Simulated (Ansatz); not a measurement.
Basis-set series for C$_{6}$H$_{17}$GeNO (`C[O][GeH]([CH3])[NH]C(C)(C)C`). Total charge 0; spin multiplicity 1. The geometry is a stationary point of PBE0-D4/def2-TZVP. It is one conformer, not always the lowest.

```xyz
26

C    -2.400    1.782    1.436
O    -1.640    1.125    0.458
Ge   -1.059   -0.541    0.800
C    -2.509   -1.808    0.543
N     0.261   -0.958   -0.378
C     1.414   -0.112   -0.691
C     1.923    0.531    0.591
C     2.501   -1.005   -1.280
C     1.039    0.978   -1.696
H    -3.410    1.360    1.531
H    -1.926    1.748    2.428
H    -2.503    2.832    1.150
H    -0.539   -0.499    2.252
H    -3.337   -1.576    1.214
H    -2.168   -2.824    0.749
H    -2.872   -1.755   -0.485
H    -0.090   -1.418   -1.207
H     1.182    1.217    1.011
H     2.160   -0.229    1.340
H     2.828    1.108    0.389
H     2.143   -1.501   -2.188
H     2.790   -1.777   -0.564
H     3.387   -0.423   -1.546
H     0.680    0.530   -2.628
H     0.244    1.607   -1.292
H     1.901    1.607   -1.938
```

```tsv
functional	basis	functions	energy (Eh)	HOMO (eV)	LUMO (eV)
PBE0-D4	def2-TZVPP	534	-2445.35194	-6.67	0.93
PBE0-D4	def2-QZVPP	1055	-2445.41816	-6.69	0.51
ωB97M-V	def2-TZVPP	534	-2445.73420	-9.03	2.34
ωB97M-V	def2-QZVPP	1055	-2445.79856	-9.05	1.62
```

(1) Give the rows for def2-SVP. (Best estimate.)

Results:

(1) Ansatz gave: 
```tsv
functional	basis	functions	energy (Eh)	HOMO (eV)	LUMO (eV)
PBE0-D4	def2-SVP	229	-2444.67650	-6.53	1.51
ωB97M-V	def2-SVP	229	-2445.03752	-8.89	3.15
```

Positive LUMOs are unbound and depend on the basis. Scalar relativity is left out up to krypton.
